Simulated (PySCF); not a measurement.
Isomers of C7H10F3P, mass 182.047 u with the commonest isotopes. Level of theory: PBE0/pcSseg-1 in PySCF (dipole) on a GFN2-xTB geometry, gas phase. One conformer each, none proved a minimum here; rigid rotors.

Question: Order these by rotational constant B, largest first.
A. `[CH2:1]=[P@@:2]([CH3:3])([C:4]([F:5])=[C:6]([F:7])[F:8])[CH:9]1[CH2:10][CH2:11]1` with C1–P2–C4–F5 88°, C1–P2–C9–C10 47°
B. `[CH3:1][C:2]1=[CH:3][CH2:4][P:5]([CH2:6][C:7]([F:8])([F:9])[F:10])[CH2:11]1` with C4–P5–C6–C7 -178°, C2–C3–C4–P5 15°, C3–C4–P5–C6 79°, C4–P5–C11–C2 19°, C1–C2–C11–P5 167°
C. `[CH3:1][C:2]([CH3:3])=[C:4]=[P:5][CH2:6][CH2:7][C:8]([F:9])([F:10])[F:11]` with C4–P5–C6–C7 100°, P5–C6–C7–C8 -178°

Answer: A (619.9 MHz), B (589.5 MHz), C (374.3 MHz).

Question: Order these by out-of-plane moment Σ m c² = (Ia + Ib − Ic)/2, smallest first.
A. `[CH3:1][C:2]1=[CH:3][CH2:4][P:5]([CH2:6][C:7]([F:8])([F:9])[F:10])[CH2:11]1` with C4–P5–C6–C7 -178°, C2–C3–C4–P5 15°, C3–C4–P5–C6 79°, C4–P5–C11–C2 19°, C1–C2–C11–P5 167°
B. `[CH2:1]=[P@@:2]([CH3:3])([C:4]([F:5])=[C:6]([F:7])[F:8])[CH:9]1[CH2:10][CH2:11]1` with C1–P2–C4–F5 88°, C1–P2–C9–C10 47°
C. `[CH3:1][C:2]([CH3:3])=[C:4]=[P:5][CH2:6][CH2:7][C:8]([F:9])([F:10])[F:11]` with C4–P5–C6–C7 100°, P5–C6–C7–C8 -178°

Answer: B (78.35 u·Å²), A (95.94 u·Å²), C (99.04 u·Å²).

Question: Order these by dipole moment, smallest first.
A. `[CH3:1][C:2]([CH3:3])=[C:4]=[P:5][CH2:6][CH2:7][C:8]([F:9])([F:10])[F:11]` with C4–P5–C6–C7 100°, P5–C6–C7–C8 -178°
B. `[CH2:1]=[P@@:2]([CH3:3])([C:4]([F:5])=[C:6]([F:7])[F:8])[CH:9]1[CH2:10][CH2:11]1` with C1–P2–C4–F5 88°, C1–P2–C9–C10 47°
C. `[CH3:1][C:2]1=[CH:3][CH2:4][P:5]([CH2:6][C:7]([F:8])([F:9])[F:10])[CH2:11]1` with C4–P5–C6–C7 -178°, C2–C3–C4–P5 15°, C3–C4–P5–C6 79°, C4–P5–C11–C2 19°, C1–C2–C11–P5 167°

Answer: B (2.26 D), A (2.91 D), C (3.31 D).

```tsv
SMILES	point group	Ia (u·Å²)	Ib (u·Å²)	Ic (u·Å²)	κ	μa (D)	μb (D)	μc (D)
C=[P@@](C)(C(F)=C(F)F)C1CC1	C1	303.58	815.20	962.09	-0.83	0.73	0.16	2.14
CC1=CCP(CC(F)(F)F)C1	C1	300.20	857.23	965.56	-0.89	3.05	0.07	1.28
CC(C)=C=PCCC(F)(F)F	C1	304.52	1350.17	1456.61	-0.96	2.78	0.88	0.08
```
